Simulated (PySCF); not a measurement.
A GIAO shielding run with PySCF (density fitting, non-relativistic, gas phase) on SMILES [C@H]1(F)[C@H](F)[SiH2]SCS1, C3H6F2S2Si:

```
$ OMP_NUM_THREADS=1 python probes_run.py task.json out

{"job": {"kind": "nmr", "xc": "PBE0", "basis": "pcSseg-1"}, "charge": 0, "multiplicity": 1}
F     -1.564250    -0.742505    -1.575384
C     -1.283963    -0.440860    -0.260330
Si    -0.852407     1.432420    -0.097170
S      1.145900     1.771986    -0.779761
C      1.960170     0.322175    -0.017202
S      1.395888    -1.290211    -0.616088
C     -0.215494    -1.406056     0.238844
F     -0.046544    -1.184082     1.581331
H     -2.201642    -0.659808     0.301753
H     -1.713734     2.155622    -1.008932
H     -0.951664     1.743331     1.325650
H      1.839588     0.361334     1.062521
H      3.011866     0.385377    -0.283855
H     -0.524391    -2.449197     0.106456
```

Hardware: 1 thread of an Arm Neoverse N1, shared host. The job also computes population analyses, field gradients, ring-centre shieldings.

(1) How large is the calculation?

(2) How long does it take, and how much memory does it need?

Answers

(1) 88 electrons, 187 basis functions and 1042 auxiliary functions.

(2) 49 s of wall time, with 13 SCF cycles and 5 response iterations; peak memory 0.84 GiB. Times on a shared host scatter by some tens of per cent.
